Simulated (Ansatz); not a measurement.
Breaking a bond: MgH, doublet.

Method: full CI/aug-cc-pVDZ, frozen core run with Ansatz (a first-principles code).

Question: Relative to R = 1.74 Å, what are the energies at R = 1.40, 1.56, 1.85, 3.10 Å?

Answer: 27.8 mEh at 1.40 Å, 6.7 mEh at 1.56 Å, 1.1 mEh at 1.85 Å, 44.8 mEh at 3.10 Å.
